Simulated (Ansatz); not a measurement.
Wavefunction ladder for C2H4BClS, SMILES `SB1CC1Cl`

Cartesian coordinates in Å:
```
S -1.6328 -1.4569 0.9760
B -0.3515 -0.5291 0.2421
C 1.1310 -0.1622 0.2163
C 0.1339 0.6235 -0.6388
Cl -0.2578 2.2819 -0.1960
H -2.6720 -0.8693 0.3528
H 1.5398 0.3302 1.0954
H 1.8697 -0.7355 -0.3356
H 0.2398 0.5174 -1.7122
```

The species carries charge 0 and has multiplicity 1. The structure was optimised at the PBE0-D4/def2-TZVP level. It is one conformer, not always the lowest. Frozen core, restricted reference, Ansatz 0.2.0. CBS rows extrapolate triple and quadruple zeta; past MP2 they add the triple-zeta difference.

```tsv
basis	HF (Eh)	MP2 corr.	CCSD corr.	(T)	CCSD(T) total
def2-SVP	-959.41201	?	-0.66846	-0.02190	?
def2-TZVPP	-959.81946	-0.78995	-0.84130	?	?
def2-QZVPP	-959.84760	-0.85196	–	–	–
CBS(def2)	?	-0.89790	?	as TZ	?
```

Question: Fill in the withheld values. (Best estimate.)

Answer: Computed: def2-SVP MP2 corr.: -0.61609; def2-SVP CCSD(T) total: -960.10237; def2-TZVPP (T): -0.03963; def2-TZVPP CCSD(T) total: -960.70039; CBS(def2) HF (Eh): -959.85148; CBS(def2) CCSD corr.: -0.94925; CBS(def2) CCSD(T) total: -960.84036.
